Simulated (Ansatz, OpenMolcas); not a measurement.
## The same job for Ansatz

This OpenMolcas 26.06 job computes SnSiH6O (SMILES [SiH3][O][SnH3]):

calc.inp:
```
>>> EXPORT MOLCAS_PRINT=2
&gateway
baslib=$CurrDir
coord
9
bohr
Si    -1.33698123     2.09060401    -1.81753859
O      1.03859348     0.43973927    -0.77667744
Sn     1.58188974    -2.16505922     1.80733407
H     -3.37505086     0.43104653    -2.83836864
H     -0.44030619     3.78720013    -3.86713554
H     -2.47478533     3.66115539     0.22903481
H      4.71241004    -2.83421124     1.56828371
H     -0.31369454    -4.65042702     1.02933382
H      0.77497668    -0.84735319     4.63360846
basis=def2-SVP
group=NoSym
&seward
&scf
thresholds=1e-10 1e-07 1e-07 1e-05
prorbitals=1 1
&rasscf
fileorb=$Project.ScfOrb
spin=1
nactel=0 0 0
inactive=25
ras2=0
outorbitals=Canonical
orblisting=Few
&motra
jobiph
frozen=10
&ccsdt
cct
triples=2
iterations=80
accuracy=1e-08
extrapolation=5 4
```

```bash
$ export MOLCAS_MEM=1860
$ pymolcas calc.inp > calc.log
```

(Basis files named in the input come from the Basis Set Exchange and aren't shown.)

The coordinates come from a PBE0-D4/def2-TZVP relaxation.

It gives a total energy of -580.966484 Eh.

Problem. How is this level of theory, on these atoms, set up in Ansatz 0.2.0 as an input file of the program's own?

Solution. This input was run:

run.yaml:
```yaml
crystal:
  periodic: [false, false, false]
  atoms:
    - symbol: Si
      position_ang: [-0.707500, 1.106300, -0.961800]
    - symbol: O
      position_ang: [0.549600, 0.232700, -0.411000]
    - symbol: Sn
      position_ang: [0.837100, -1.145700, 0.956400]
    - symbol: H
      position_ang: [-1.786000, 0.228100, -1.502000]
    - symbol: H
      position_ang: [-0.233000, 2.004100, -2.046400]
    - symbol: H
      position_ang: [-1.309600, 1.937400, 0.121200]
    - symbol: H
      position_ang: [2.493700, -1.499800, 0.829900]
    - symbol: H
      position_ang: [-0.166000, -2.460900, 0.544700]
    - symbol: H
      position_ang: [0.410100, -0.448400, 2.452000]
basis:
  gaussian:
    orbitals: def2-SVP
scf:
  omitted_lower_state_checks: [cluster_reference, increment]
accuracy: high
correlation:
  method: ccsd_t
  frozen_orbitals: {H: 0, O: 1, Si: 5, Sn: 4}
```

```bash
$ ansatz run run.yaml --threads 1 --pin off --max-ram 3480MiB --events-out events.jsonl --progress --plain --runs-dir runs
```

Its energy is -580.966484 Eh, the same as the first but for the last digit, at most.
